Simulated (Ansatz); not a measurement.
Potential energy curve for NC (cation, charge +1), lowest triplet found (which spin is the ground state isn't settled by this scan).

UKS-PBE = unrestricted PBE/cc-pVDZ in Ansatz (a first-principles code); UKS-B3LYP = unrestricted B3LYP/cc-pVDZ run with Ansatz; FCI = full CI/cc-pVDZ, frozen core (Ansatz).

Energies relative to the lowest point of each curve between 1.15 and 1.54 Å, where full CI is lowest, in kcal/mol; the last columns give the error against full CI:

| R / Å | UKS-PBE | UKS-B3LYP | FCI | UKS-PBE − FCI | UKS-B3LYP − FCI |
|---|---|---|---|---|---|
| 1.15 | 11.7 | 9.3 | 14.1 | -2.3 | -4.8 |
| 1.23 | 0.2 | 0.0 | 1.1 | -0.9 | -1.1 |
| 1.28 | 0.0 | 1.0 | 0.0 | 0.0 | 1.0 |
| 1.35 | 5.3 | 7.7 | 4.0 | 1.4 | 3.7 |
| 1.40 | 11.8 | 14.8 | 9.4 | 2.4 | 5.4 |
| 1.45 | 19.5 | 20.7 | 16.0 | 3.5 | 4.7 |
| 1.48 | 24.5 | 23.6 | 20.3 | 4.1 | 3.3 |
| 1.54 | 32.1 | 29.2 | 29.3 | 2.9 | -0.1 |

UKS-PBE is furthest from FCI at 1.48 (4.1 kcal/mol, above); its mean absolute error over the points is 2.2 kcal/mol.

UKS-B3LYP is furthest from FCI at 1.40 (5.4 kcal/mol, above); its mean absolute error over the points is 3.0 kcal/mol.

The scan ran from 1.06 to 5.02 Å; beyond the distances shown full CI changes its symmetry label.
